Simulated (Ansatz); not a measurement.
Reaction (ligand exchange at the Si–C bond): `OC(F)[SiH2][SiH3]` + HCl → `[SiH3][SiH2]Cl` + `OCF`

Computed with Ansatz on PBE0-D4/def2-TZVP structures; ΔE is electronic, products minus reactants. CCSD(T)/CBS adds triple-zeta CCSD(T) − MP2 to the extrapolated MP2 energy (def2 sets, frozen cores). This one scheme is used for every species. DFT in def2-TZVPP. Each species was taken in one conformer, which may not be the lowest.

`OC(F)[SiH2][SiH3]`:

Z-matrix (Å, degrees):
```
C
F 1 1.400
Si 1 1.918 2 108.7
O 1 1.376 2 109.9 3 119.8
H 1 1.099 2 104.9 3 -120.0
Si 3 2.339 1 109.0 2 -50.1
H 3 1.485 1 108.3 2 71.6
H 3 1.488 1 107.7 2 -170.1
H 4 0.963 1 109.6 2 70.9
H 6 1.488 3 109.9 1 -172.5
H 6 1.486 3 110.7 1 67.1
H 6 1.489 3 109.7 1 -53.3
```

HCl:

```xyz
2

Cl    0.010    0.085    0.634
H    -0.010   -0.085   -0.634
```

`[SiH3][SiH2]Cl`:

Cartesian coordinates in Å:
```
Si 1.190 0.132 -0.138
Si -1.093 -0.267 0.170
Cl -2.131 1.466 -0.254
H 1.958 -1.107 0.160
H 1.633 1.216 0.776
H 1.440 0.538 -1.546
H -1.596 -1.329 -0.738
H -1.402 -0.649 1.571
```

`OCF`:

Cartesian coordinates in Å:
```
O 0.539 -0.192 -0.918
C -0.320 0.000 0.131
F -0.144 1.248 0.696
H 1.435 -0.286 -0.582
H -0.176 -0.726 0.940
H -1.335 -0.045 -0.267
```

| level | ΔE (kJ/mol) |
| --- | --- |
| PBE0-D4 | -121.1 |
| CCSD(T)/def2-TZVPP | -119.1 |

What does CCSD(T)/CBS give? (An estimate is asked.)

Computed: -121.8 kJ/mol. The listed levels differ from it by 0.7, 2.7 kJ/mol.

Largest T1 diagnostic among the species: 0.013.

The D4 term adds +3.9 kJ/mol with B3LYP and +2.4 kJ/mol with PBE0; it sums over pairs of atoms, weighted by their polarisabilities, and B3LYP, whose exchange is more repulsive, gets the larger term. In def2-TZVPP, CCSD(T) changes the Hartree–Fock value by +22.6 kJ/mol (the triples alone add +2.6 kJ/mol) and MP2 by +15.6 kJ/mol. From PBE to PBE0 (25 % exact exchange), in def2-TZVPP and without D4, ΔE moves by −6.5 kJ/mol.

B3LYP here is the variant with VWN-RPA as its local correlation; programs differ in this.
